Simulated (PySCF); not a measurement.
Species: C₆H₉N₃.
SMILES: `C=Nc1cc(CC)n[nH]1`

Vertical excitations from PySCF (density fitting, frozen core in the response, grid level 2 and gas phase unless stated; continuum runs use non-equilibrium linear response for the excitations) on a GFN2-xTB geometry. Reference run:

| settings | S1, eV (f) | S2, eV (f) | S3, eV (f) | S4, eV (f) | S5, eV (f) | S6, eV (f) | T1, eV (Tamm–Dancoff) | mean α (au) |
| --- | --- | --- | --- | --- | --- | --- | --- | --- |
| PBE0/def2-SVPD, full TDDFT, 6 singlets | 4.50 (0.002) | 4.83 (0.350) | 5.00 (0.039) | 5.59 (0.002) | 6.59 (0.003) | 6.97 (0.061) | 3.10 | 97.2 |

Task: What do these settings give: (1) HSE06/def2-SVPD, full TDDFT, 6 singlets; (2) LC-wPBE/def2-SVPD, IEF-PCM chloroform, level shift 0.3 Eh, energy threshold 1e-07 Eh, full TDDFT, 6 singlets; (3) PBE0/ANO-RCC-VDZP, IEF-PCM water, damping 0.1 at the start, DIIS from the seventh cycle, start guess vsap, full TDDFT, 6 singlets?

Result: 
| settings | S1, eV (f) | S2, eV (f) | S3, eV (f) | S4, eV (f) | S5, eV (f) | S6, eV (f) | T1, eV (Tamm–Dancoff) | mean α (au) |
| --- | --- | --- | --- | --- | --- | --- | --- | --- |
| HSE06/def2-SVPD, full TDDFT, 6 singlets | 4.49 (0.002) | 4.80 (0.352) | 4.94 (0.034) | 5.51 (0.002) | 6.54 (0.003) | 6.90 (0.051) | – | 97.6 |
| LC-wPBE/def2-SVPD, IEF-PCM chloroform, level shift 0.3 Eh, energy threshold 1e-07 Eh, full TDDFT, 6 singlets | 4.68 (0.001) | 5.31 (0.472) | 6.09 (0.077) | 6.84 (0.007) | 7.46 (0.124) | 7.55 (0.004) | – | 114.4 |
| PBE0/ANO-RCC-VDZP, IEF-PCM water, damping 0.1 at the start, DIIS from the seventh cycle, start guess vsap, full TDDFT, 6 singlets | 4.65 (0.002) | 4.97 (0.424) | 5.15 (0.061) | 5.98 (0.003) | 6.39 (0.005) | 6.78 (0.053) | – | 116.9 |

(1) S1 moves by -0.01 eV (HSE06 has 25 % exact exchange at short range alone, PBE0 25 % exact exchange). (2) S1 moves by +0.18 eV; functional and environment change together, so the shift can't be laid on one. (3) S1 moves by +0.15 eV; basis and environment change together, so the shift can't be laid on one. States are counted by energy in each run and needn't keep their character from row to row.

ANO-RCC sets were contracted for a scalar-relativistic Hamiltonian, but ran non-relativistically here.

Task: Give the leading configurations of S1 (H = HOMO, L = LUMO) and the HOMO–LUMO gap of each run.

Result: 
```csv
settings,S1 configurations (weight),S1 (eV),orbital gap (eV),S1 − gap (eV)
"PBE0/def2-SVPD, full TDDFT, 6 singlets",H−2→L 0.92,4.50,5.34,-0.84
"HSE06/def2-SVPD, full TDDFT, 6 singlets",H−2→L 0.92,4.49,4.57,-0.08
"LC-wPBE/def2-SVPD, IEF-PCM chloroform, level shift 0.3 Eh, energy threshold 1e-07 Eh, full TDDFT, 6 singlets","H−2→L 0.86, H−3→L 0.09",4.68,10.18,-5.50
"PBE0/ANO-RCC-VDZP, IEF-PCM water, damping 0.1 at the start, DIIS from the seventh cycle, start guess vsap, full TDDFT, 6 singlets",H−2→L 0.96,4.65,5.55,-0.90
```

Geometry: GFN2-xTB, one conformer.

Conformer computed: `[CH2:1]=[N:2][c:3]1[cH:4][c:5]([CH2:6][CH3:7])[n:8][nH:9]1`: C1–N2–C3–C4 1°, C4–C5–C6–C7 80°.
